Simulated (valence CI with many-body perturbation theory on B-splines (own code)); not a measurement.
Results of a calculation; reference values are marked as such.
Os IV: what the settings do

Level of theory: valence CI with perturbative core correlation (CI+MBPT): five valence electrons over a frozen Dirac-Fock core [Xe] 4f14, a basis of 6 s, 6 p, 5 d, 5 f, 1 g functions for each j, with the one-electron correlation potential Σ1, the two-electron term Σ2, the three-electron term Σ3, Breit, model QED; selected CI, second order for the rest, scaled by the run's own slope (own B-spline code, finite nucleus).

No measured levels were compared; by estimate terms of the open shell hold to 2 to 4 % of their energy, and close levels can change places; different configurations can be misplaced against each other by 1,000 to 8,000 cm⁻¹. Among the levels kept, up to 940 cm⁻¹ of a level comes from second order outside the variational space, and about a tenth of that is noise between levels of different J, which matters for small intervals. Only levels of the ground parity were solved; by the run's estimate the other parity begins above the list, which can be wrong where configurations are misplaced.

The reference run has the lowest level 5d⁵ ⁶S_5/2 and an ionisation energy of 41.4812 eV. Its largest variational space holds 10000 state functions.

Names give the largest LS component (configuration and term), which can be under half, so a name can repeat, a term be missing and a line seem to break the LS rules; names also repeat where a configuration has a term twice. Letters in brackets count levels of one name in rising energy.

Changed runs:
A. size limit of the variational space 10000 → 3000; second order for the rest on → off
B. scale of Σ1 1 → 0.9; box radius (bohr) 17.695 → 32.99
C. highest l with Σ1, explicit Σ2 and valence Breit (higher l get mean screening factors) 3 → 0; orbitals per symmetry with explicit Σ2 and valence Breit (the others get mean screening factors) 5 → 1
D. scale of Σ1 1 → 0 (bad on purpose)

Excitation energies of the reference run in cm⁻¹, and shifts in cm⁻¹:

| Level | Reference | A | B | C | D |
| --- | --- | --- | --- | --- | --- |
| 5d⁵ ⁴G_5/2 [a] | 16854 | +409 | +26 | -553 | +257 |
| 5d⁵ ⁴G_7/2 | 20803 | +529 | -28 | -597 | -281 |
| 5d⁵ ⁴D_3/2 [a] | 21408 | +432 | -27 | -1991 | -272 |
| 5d⁵ ⁴G_5/2 [b] | 21874 | +980 | -46 | -1388 | -453 |
| 5d⁵ ⁴G_11/2 | 21936 | -179 | -40 | -566 | -400 |
| 5d⁵ ⁴G_9/2 | 22540 | +437 | -52 | -727 | -515 |
| 5d⁵ ⁴P_1/2 | 23681 | -1180 | -52 | -3135 | -519 |
| 5d⁵ ⁴D_7/2 | 26594 | +403 | -76 | -1744 | -750 |
| 5d⁵ ⁴D_5/2 | 28361 | +1444 | -70 | -2624 | -704 |
| 5d⁵ ⁴D_1/2 | 29545 | -1184 | -108 | -3650 | -1076 |
| 5d⁵ ⁴D_3/2 [b] | 30747 | +448 | -109 | -3660 | -1095 |
| 5d⁵ ²I_11/2 | 31526 | +428 | -71 | -641 | -690 |
| Ionisation energy (eV) | 41.4812 | -0.3029 | -0.1125 | -1.5961 | -1.1121 |
